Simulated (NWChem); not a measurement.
Molecule: MgH2SeO; SMILES [OH][Mg][SeH]

```xyz
5

Mg     0.0156    -1.2169     0.0000
O      0.0131    -2.9751     0.0000
H      0.0200    -3.9258     0.0000
Se     0.0332     1.2091     0.0000
H     -1.4401     1.2201     0.0000
```
Atoms are numbered in this order, from 1.

Results from NWChem. Coordinates come from a PBE0/def2-SVP optimisation. B3LYP is NWChem's, with the RPA form of VWN correlation. Ions are spin-unrestricted doublets at the neutral geometry; other ion states weren't tried.

| level | vertical ionisation energy, ΔSCF (eV) | −ε(HOMO) (eV) | ΔSCF minus −ε(HOMO) (eV) |
|---|---|---|---|
| B3LYP/def2-SVPD | 9.12 | 6.60 | 2.52 |
| PBE/def2-SVPD | 8.84 | 5.75 | 3.09 |
| LRC-wPBEh/def2-SVPD | 9.19 | 8.66 | 0.53 |
| PBE0/def2-SVPD | 9.12 | 6.84 | 2.28 |
| M06-2X/def2-SVPD | 9.19 | 7.92 | 1.27 |
